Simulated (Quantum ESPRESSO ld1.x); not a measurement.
Task: These are the eigenvalues of the occupied orbitals of an atom or ion with whole-number occupations (eV). Calculated with ld1.x of Quantum ESPRESSO 7.5: non-relativistic Kohn-Sham, LDA (Slater exchange, Perdew-Zunger correlation), spin-polarised, spherical densities, point nucleus, Perdew-Zunger self-interaction correction.

orbital  eigenvalue
1s         -2249.41
2s         -264.567
2p         -220.411

Which element is it, and in what charge state? The configuration may be excited. Open shells, if any, are filled with parallel spins first.

Result: Z = 15, phosphorus, charge +5: P5+ in [Ne]. The list shows which subshells hold electrons but not how many an open one holds; the 1s level, -82.664 hartree, gives Z - s = 12.9 by -(Z - s)^2/2, which with screening narrows Z to a few neighbours, and the depths of the outer levels then fix element, charge and occupations together.
